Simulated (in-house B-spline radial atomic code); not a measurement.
A fraction x of an electron is removed from 4p in Br⁺, starting from [Ar] 3d10 4s2 4p4 and keeping the highest spin. Method: scalar-relativistic (X2C) CAM-B3LYP, spin-polarised, spherical fractional occupations, Fermi nucleus of rms radius 4.1629 fm. Calculated with a B-spline radial code for spherical atoms.

Caution: exact exchange at fractional occupations of open shells leaves self-interaction of up to several eV.

```
   x  E(x) - E(0) (eV)  4p down level (eV)
   0            0.0000             -15.710
0.05            0.7952             -16.097
0.14            2.2754             -16.798
0.34            5.7929             -18.382
0.38            6.5346             -18.703
 0.5            8.8370             -19.674
0.54            9.6305             -20.000
0.74           13.7952             -21.654
0.79           14.8884             -22.073
0.94           18.2945             -23.346
   1           19.7108                   -
```

The exact functional would give a straight line between the two integer points. Deviations E(x) - E(0) - x[E(1) - E(0)], in eV: -0.19 at x = 0.05, -0.484 at x = 0.14, -0.909 at x = 0.34, -0.956 at x = 0.38, -1.018 at x = 0.5, -1.013 at x = 0.54, -0.791 at x = 0.74, -0.683 at x = 0.79, -0.234 at x = 0.94.

The curve lies below the straight line by up to 1.018 eV (at x = 0.5): convex, the delocalisation error, to which spherically averaged exact exchange adds.

Question: How well does Slater's transition state (minus the level at half occupation) give the ionisation energy?

Answer: It gives 19.674 eV against 19.711 eV from the two total energies; NIST lists 21.59 eV, ground level to ground level. The end point has an open shell averaged over its orbitals, so its exact exchange keeps a self-interaction and this is no true integer point.
